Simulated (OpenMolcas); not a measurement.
GeSiH3ClO: a line through the functionals

GeSiH3ClO has 7 atoms, charge 0, and is taken as a singlet. As SMILES, `Cl[SiH]1[O][GeH2]1`. Geometry: relaxed at PBE0-D4/def2-TZVP.

The vertical energy of the triplet above the singlet y, in eV, basis 6-31G(d); a is the functional's share of exact exchange. Programs: OpenMolcas 26.06.

```
functional     program     a  y (eV)
    r2SCAN  OpenMolcas     0    3.52
      TPSS  OpenMolcas     0    3.57
     B3LYP  OpenMolcas   0.2       ?
      PBE0  OpenMolcas  0.25    3.61
     BHLYP  OpenMolcas   0.5    3.74
```

Task: Fit y = c + s·a to the known rows and predict B3LYP.

Result: 
1. Means of the 4 rows: a = 0.1875, y = 3.610.
2. Σ(Δa)² = 0.17188, Σ(Δa·Δy) = 0.065, so the slope is 0.065/0.17188 = 0.37817.
3. Intercept: 3.610 − (0.37817) × 0.1875 = 3.539. The largest residual of the fit is 0.031.
4. B3LYP: 3.539 + (0.37817) × 0.2 = 3.61 eV.

The run gave 3.65 eV, so the prediction is off by -0.04 eV, about the largest residual. The rows mix families of semi-local functionals, which the line can't see.
